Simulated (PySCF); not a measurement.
SMILES F[C](F)(F)[SnH3] (CH₃F₃Sn) at its PBE0/def2-SVP optimised geometry (Å):

```
8

Sn    -0.5386    -0.3306     0.0000
C     -1.1903    -1.2882     1.8740
F     -0.7330    -0.6314     2.9492
F     -0.7520    -2.5512     1.9667
F     -2.5260    -1.3262     1.9731
H     -1.1672     1.2558     0.0000
H     -1.1678    -1.2558    -1.2884
H      1.1678    -0.3306     0.0000
```

Computed with PBE0/def2-TZVP, def2 effective core potentials past Kr (PySCF). The core electrons that the potentials of Sn replace are not part of the density. Cells within 0.4 Å of a nucleus heavier than hydrogen are left out (blank, or x).

Map of the deformation density (molecule minus spherical neutral atoms) (e/bohr³) on the plane z = 0.0 Å:

```
|3333333333333333333333333333333|
|3333333333333333333333333333333|
|3333333333333333333333333333333|
|3333333333333333333333333333333|
|3333333333333333333333333333333|
|3333333333333333333333333333333|
|3333333333333333333333333333333|
|3333333333333333333333333333333|
|3333333333333333333333333333333|
|3333333334655433333333333333333|
|3333333346986543333333333333333|
|3333333457987543333333333333333|
|3333333446776443333333333333333|
|3333333345554333344443333333333|
|3333333334422223445543333333333|
|333333333332xx22457754333333333|
|333333333330xxx2368984333333333|
|333333333330xxx2368974333333333|
|3333333333322x12456654333333333|
|3333333333332333445543333333333|
|3333333333333333334433333333333|
|3333333333333333333333333333333|
|3333333333333333333333333333333|
|3333333333333333333333333333333|
|3333333333333333333333333333333|
|3333333333333333333333333333333|
|3333333333333333333333333333333|
|3333333333333333333333333333333|
|3333333333333333333333333333333|
|3333333333333333333333333333333|
|3333333333333333333333333333333|
```
Scale: ten equal steps from -0.035 (start of '0') to 0.059 (end of '9'), in the order '0123456789'; x runs from -3.50 to 3.50, y from -3.50 (bottom) to 3.50 (top).
